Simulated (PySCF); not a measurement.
CaCl2, SMILES [Cl][Ca][Cl]. Atoms are numbered in the order given.

```xyz
3

Ca     0.0000     0.0000     0.0000
Cl     0.0000     0.0000    -2.4604
Cl     0.0000     0.0000     2.4604
```
Charge 0, spin multiplicity 1.

Geometry optimised at r2SCAN-D4/def2-TZVP. The isomer is the one that the SMILES or the coordinates give; other isomers of the formula were not compared.

Computed with r2SCAN-D4/def2-TZVP run with PySCF.

Frequencies are harmonic and unscaled.

A small imaginary wavenumber (i) marks a very flat motion, where grid noise or a shallow saddle decides the sign.

Modes within 1.5 cm⁻¹ of each other (mostly degenerate sets) share a row, with their intensities summed.

Computed normal modes with their intensities:
| mode | ν (cm⁻¹) | IR (km/mol) | moving atoms (share of kinetic energy) |
|---|---|---|---|
| 1–2 | 1i | 125.1 | Ca 64 %, Cl 36 % |
| 3 | 283 | 0.0 | Cl 100 % |
| 4 | 426 | 225.0 | Ca 64 %, Cl 36 % |
